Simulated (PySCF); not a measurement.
## Broadened absorption spectrum of C5H13NSi

C5H13NSi.
SMILES: `C/C=C\[Si@@H](C)NC`

The calculation used TDDFT wB97X-D/def2-SVPD, vertical, gas phase, core orbitals frozen in the response in PySCF 2.14.0, density-fitted response routines. One conformer (not necessarily the lowest) at the GFN2-xTB geometry, without solvent, vibrations or thermal averaging. Torsions of this conformer, `[CH3:1]/[CH:2]=[CH:3]\[Si@@H:4]([CH3:5])[NH:6][CH3:7]`: C2–C3–Si4–C5 -66°, C3–Si4–N6–C7 52°.

Computed states:

```json
{"state": "S1", "E (eV)": "5.70", "f": "0.0049"}
{"state": "S2", "E (eV)": "6.44", "f": "0.0014"}
{"state": "S3", "E (eV)": "6.69", "f": "0.219"}
{"state": "S4", "E (eV)": "6.85", "f": "0.121"}
{"state": "S5", "E (eV)": "7.27", "f": "0.017"}
{"state": "S6", "E (eV)": "7.39", "f": "0.027"}
{"state": "S7", "E (eV)": "7.63", "f": "0.057"}
{"state": "S8", "E (eV)": "7.87", "f": "0.053"}
```

Each state is given a Gaussian of 0.25 eV full width at half maximum, with ε(max) = 2.175×10⁸ f / Δν̃ (Δν̃ the width in cm⁻¹). The cross-section is σ = 3.8235×10⁻²¹ ε cm², given in Mb (10⁻¹⁸ cm²). The width is an assumption, not a result. The curve ends short of the highest state used, and states not computed would add to its high-energy end.

Question: What does the envelope look like, and where are its maxima?

Answer: 
(λ (nm), σ (Mb)): (170.5, 13.07), (173.2, 5.61), (176.0, 10.30), (178.7, 41.19), (181.4, 85.07), (184.1, 110.52), (186.8, 86.90), (189.5, 35.82), (192.2, 7.82), (195.0, 1.12), (197.7, 0.20), (200.4, 0.03), (203.1, 0.01), (205.8, 0.02), (208.5, 0.13), (211.2, 0.53), (214.0, 1.34), (216.7, 1.97), (219.4, 1.84), (222.1, 1.13), (224.8, 0.47), (227.5, 0.13), (230.2, 0.03), (233.0, 0.00)

Maxima: 218 nm (5.70 eV), ε about 530, made up of S1 (100%); 184 nm (6.73 eV), ε about 29000, made up of S3 (77%) and S4 (23%) (ε in L mol⁻¹ cm⁻¹; maxima over ε = 5, shares over 10%). At its high-energy end, 7.27 eV, the curve is still rising (ε about 3400, from S5 and S6).

Question: What would ε be at 6.73 eV, the highest of these maxima, with half the width (0.125 eV)?

Answer: About 37500 L mol⁻¹ cm⁻¹ against 29000, a factor of about 1.3; a lone state at its own centre would give exactly 2.

Question: On this curve, what absorbance would a 10⁻⁵ mol/L sample give at 222 nm over a 1 cm path?

Answer: 222 nm is 5.585 eV, where ε is about 300 L mol⁻¹ cm⁻¹, so A = ε c l ≈ 0.003 (Beer–Lambert, with the gas-phase spectrum and the assumed width).

Question: Coming from long wavelengths, where does ε first pass 100 L mol⁻¹ cm⁻¹?

Answer: At about 225 nm (5.50 eV), 0.19 eV below S1.

The run took 1.7 min of wall time on one thread, Arm Neoverse N1 (aarch64), shared host with 64 logical CPUs at a one-minute load of 53, and the process peaked at 1.1 GiB of memory.
